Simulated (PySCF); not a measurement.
Si3H7NCl2O

Si3H7NCl2O is a molecule drawn to mimic a surface site (built as: Si site whose three back bonds go to OSiH3, NHSiH3, Cl; end group Cl), neutral, singlet. The structure, one conformer, was relaxed in the gas phase by PBE0-D3(BJ)/def2-SVP. No frequency run checks that it is a minimum.

SMILES: [SiH3]N[Si](Cl)(Cl)O[SiH3]

```
atom   x (Å)   y (Å)   z (Å)
 Si1  -0.069   1.554   0.666
  O2  -0.664   0.633  -0.545
 Si3  -1.307   0.730  -2.087
  N4   0.785   0.486   1.673
 Si5   0.975  -1.233   1.365
 Cl6   1.120   3.038  -0.123
 Cl7  -1.596   2.512   1.648
  H8  -1.832  -0.620  -2.428
  H9  -2.407   1.736  -2.107
 H10  -0.242   1.125  -3.051
 H11   1.201   0.852   2.523
 H12  -0.338  -1.939   1.309
 H13   1.776  -1.768   2.505
 H14   1.704  -1.487   0.088
```

Shieldings: GIAO PBE0/pcSseg-1. Shifts are against computed references at the same level: H TMS (σ 31.27 ppm), Si TMS (σ 352.0 ppm). Core levels by delta-SCF with SCAN, pcX-2 on the ionised atom and pcseg-1 elsewhere, spin-free X2C (2p3/2 is the spin-free 2p value less a third of a first-order spin-orbit splitting); from the vacuum level, for chosen atoms.

Task: Give the shieldings and core levels atom by atom.

Result: 
```tsv
atoms	bonded to	σ (ppm)	δ (ppm)	core level (eV)
Si1	2 Cl + 1 N + 1 O	379.7	-27.7	2p3/2 109.04
O2	2 Si	266.4	-	1s 538.48
Si3	1 O + 3 H	386.0	-34.0	-
N4	2 Si + 1 H	229.3	-	1s 404.78
Si5	1 N + 3 H	405.0	-53.0	-
Cl6	1 Si	819.7	-	2p3/2 206.10
Cl7	1 Si	822.8	-	2p3/2 206.12
H8 H9 H10	1 Si	26.21	5.06	-
H11	1 N	30.58	0.69	-
H12 H13 H14	1 Si	26.64	4.63	-
```

Values are those of this one static structure, with the three H of a rotating XH3 group averaged; atoms that internal rotation interchanges would show their mean in an NMR spectrum.

Task: By CAM-B3LYP/def2-SVPD (TDDFT singlets, Tamm-Dancoff triplets, ionisation by delta-SCF), where does absorption start, and what does vertical ionisation take?

Result: The lowest singlet lies at 6.83 eV (f 0.008), the strongest of the first 6 at 7.86 eV (f 0.029), the lowest triplet at 6.47 eV; vertical ionisation takes 10.11 eV.

The 3 runs behind this took 8.1 min in all, one thread each of Arm Neoverse N1 on a shared host, launched as `OMP_NUM_THREADS=1 python cluster_run.py task.json out`.
